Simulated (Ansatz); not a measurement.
Saddle point of GaSiH7O, singlet (GaSiH₅ ([SiH3][GaH2]) + H₂O → GaH₃O ([OH][GaH2]) + SiH₄; bonds formed: Si2–H5; dative contacts that become bonds: Ga1–O6; bonds broken: Ga1–Si2, H5–O6), PBE0-D4/def2-TZVP structure:

Ga1  (-0.444, -1.283, 0.099)
Si2  (1.053, 0.917, -0.347)
H3  (-1.052, -1.635, -1.294)
H4  (0.420, -2.128, 1.076)
H5  (-0.524, 0.545, 0.501)
O6  (-1.570, -0.019, 1.079)
H7  (0.684, 1.962, -1.341)
H8  (1.928, 1.508, 0.699)
H9  (1.875, -0.099, -1.082)
H10  (-2.371, 0.232, 0.609)
(Å)

Energies are electronic, without zero-point energy. Barriers and step energies count from the start structure reached by relaxing down the imaginary mode; all methods use the PBE0-D4 structures, on which another method's saddle can fall below an end. Ansatz 0.2.0; basis: def2-TZVPP, with def2-QZVPP for the basis limit; cores frozen in the correlated methods. Filled d shells of the heavier atoms are correlated. The def2 sets are not built for correlating such inner shells, so the correlated values are less sure here. B3LYP uses VWN-RPA correlation. Extrapolation: Hartree–Fock as exp(−7.88 √X), correlation as X^−2.97.

| method | barrier (eV) | step energy (eV) |
| --- | --- | --- |
| SPW92 | 0.931 | 0.202 |
| PBE-D4 | 1.068 | 0.072 |
| BLYP-D4 | 1.140 | -0.121 |
| r2SCAN-D4 | 1.159 | 0.009 |
| B97M-V | 1.316 | 0.019 |
| PBE0-D4 | 1.260 | 0.102 |
| B3LYP-D4 | 1.290 | -0.076 |
| r2SCAN0-D4 | 1.311 | 0.046 |
| BHLYP-D4 | ? | -0.064 |
| CAM-B3LYP-D4 | 1.347 | -0.083 |
| wB97X-V | 1.369 | -0.037 |
| wB97M-V | 1.374 | -0.014 |
| B2PLYP | 1.320 | -0.115 |
| PBE-QIDH | ? | 0.029 |
| RPA on PBE | 1.329 | -0.096 |
| HF | 1.871 | -0.205 |
| MP2 | ? | -0.109 |
| CCSD | 1.479 | -0.061 |
| CCSD(T) | 1.379 | -0.048 |

**Question.** Fill in the withheld barriers. (To be estimated.)

**Answer.** The calculation gives: MP2 1.317; BHLYP-D4 1.506; PBE-QIDH 1.359 eV. Each is the energy of the saddle less that of the start structure, by the same method.

For comparison, the barrier by CCSD(T) at an estimated basis limit (MP2 extrapolated from triple and quadruple zeta, plus CCSD(T) − MP2 in triple zeta) is 1.354 eV.

T1 diagnostic: at most 0.015. The end structure is not quite a true minimum (one mode of 56i cm⁻¹).

Labels in which every atom is bracketed show which atoms are joined, not bond orders.

For scale, one of the runs: CCSD(T)/def2-TZVPP, 219 basis functions, launched by `ansatz run in.yaml --threads 4 --pin off --events-out ev --progress --plain --max-ram 9574MiB`. Time: 89 s of wall clock on 4 CPU threads of an Intel Xeon; the host was shared. Peak host memory: 3.2 GiB.
